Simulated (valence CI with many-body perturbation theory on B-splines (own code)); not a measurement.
# Questions on Pt64+

Computed by relativistic CI+MBPT: four valence electrons over a frozen Dirac-Fock core [Ne], a basis of 11 s, 11 p, 10 d, 8 f, 5 g, 2 h functions for each j, with the one-electron correlation potential Σ1 (screened to all orders), the two-electron term Σ2, the three-electron term Σ3, Breit, model QED; selected single and double excitations, second order for the rest, scaled by the run's own slope (own B-spline code, finite nucleus).

No measured spectrum was set against this ion. As an estimate, large intervals hold to a few tenths of a per cent, small ones and those within an open d or f shell to about a per cent. Among the levels kept, up to 600 cm⁻¹ of a level comes from second order outside the variational space, and about a tenth of that is noise between levels of different J, which matters for small intervals.

Levels are named by their leading jj configuration (3d3/2^4 stands for four electrons in 3d with j = 3/2), which in mixed levels can hold well under half, so a name can repeat and another be missing.

Rates and lifetimes use the calculated energies. Strong lines usually hold to 10 to 20 %, long lifetimes can be off by a factor of two.

Problem. What is the ground level?

Solution. (3s^2 3p1/2^2) J=0, composition 68 % 3s2 3p2 3P + 31 % 3s2 3p2 1S.

Problem. Name the longest-lived excited levels whose lifetime is computed, and their main decay.

Solution. (3s^2 3p1/2 3p3/2) J=2 at 460.3 eV lives 79.7 ns, mostly by E2 to (3s^2 3p1/2^2) J=0; (3s^2 3p1/2 3p3/2) J=1 at 450.4 eV lives 1.75 ns, mostly by M1 to (3s^2 3p1/2^2) J=0; (3s^2 3p3/2 3d5/2) J=4 at 1254.1 eV lives 985 ps, mostly by M1 to (3s^2 3p1/2 3d5/2) J=3.

Problem. How well does LS coupling describe the low levels?

Solution. Among the lowest 20 levels the leading LS term, summed over configurations, holds 58 % on average. For single configurations the figures are 55 % in LS and 93 % in jj coupling. Terms mix most in the J = 2 level at 1009.1 eV, where the leading one holds 27 %.

Problem. What is the ionisation energy?

Solution. 7514.5 eV; NIST lists 7512 ± 24 eV (theoretical).

Problem. Where does the other parity begin?

Solution. At (3s 3p1/2^2 3p3/2) J=2, 634.5 eV.
